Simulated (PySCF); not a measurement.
Computed properties of C3H8O2, SMILES CC(O)CO

propylene glycol (C3H8O2), SMILES OC(C)CO. Coordinates come from a PBE0-D3(BJ)/def2-SVP optimisation. The values are those of a single conformer. All values are computed for the isolated molecule unless a solvent is named; none is compared with measurement here.

**Structure.** All 33 harmonic modes at PBE0-D3(BJ)/def2-SVP (PySCF) are real, so it is a minimum. With heavy atoms numbered as in [CH3:1][CH:2]([OH:3])[CH2:4][OH:5], the shortest bond between them is C4–O5 at 1.393 Å and the longest C2–C4 at 1.523 Å.

**Vibrations.** The strongest infrared lines (harmonic, unscaled, degenerate partners summed) lie at 1153 cm⁻¹ (153 km/mol, C 37 %, O 36 %, H 27 %), 576 cm⁻¹ (152 km/mol, H 65 %, O 21 %, C 14 %), 2943 cm⁻¹ (78 km/mol, H 93 %). The softest mode is at 160 cm⁻¹ and the zero-point energy is 71.9 kcal/mol.

**Electronic structure.** HF/def2-TZVP (PySCF) places the frontier levels at -11.67 and 3.39 eV, a gap of 15.06 eV, and gives a dipole moment of 2.70 D and a mean polarisability of 43.2 bohr³.

**Excitations.** TDDFT-M06-2X/def2-SVPD (PySCF) has S1 at 7.31 eV (170 nm, f = 0.002, weak); the most intense of the 10 singlets computed lies at 8.46 eV (f = 0.05). T1 (TDA) is at 7.17 eV. No vertical singlet excitation falls in the visible range (under 3.1 eV).

**NMR.** GIAO shifts at PBE0/pcSseg-1 (PySCF) (non-relativistic, atoms alike by connectivity averaged): ¹³C from 22.7 to 72.7 ppm against TMS; ¹H from -0.7 to 3.7 ppm against TMS.
